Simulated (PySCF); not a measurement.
A structure optimised at r2SCAN-D4/def2-SVP, used in a PySCF frequency run:

```xyz
9

N     -1.7182    -1.2483    -0.2984
Sn    -0.0329    -0.2101     0.1046
N      1.6188    -1.3204    -0.2329
F     -0.2677     0.3054     1.9619
Cl     0.2911     1.8034    -1.0690
H     -1.8546    -1.3763    -1.3028
H     -2.5410    -0.7612     0.0622
H      1.7403    -2.0438     0.4783
H      2.4584    -0.7388    -0.2316
```
Charge 0, spin multiplicity 1.

**Question.** Write its SMILES and formula.

**Answer.** [NH2][Sn]([NH2])([F])[Cl], ClFH₄N₂Sn

**Question.** What are its rotational constants (standard atomic weights)?

**Answer.** 2.7006, 1.7076, 1.6331 GHz
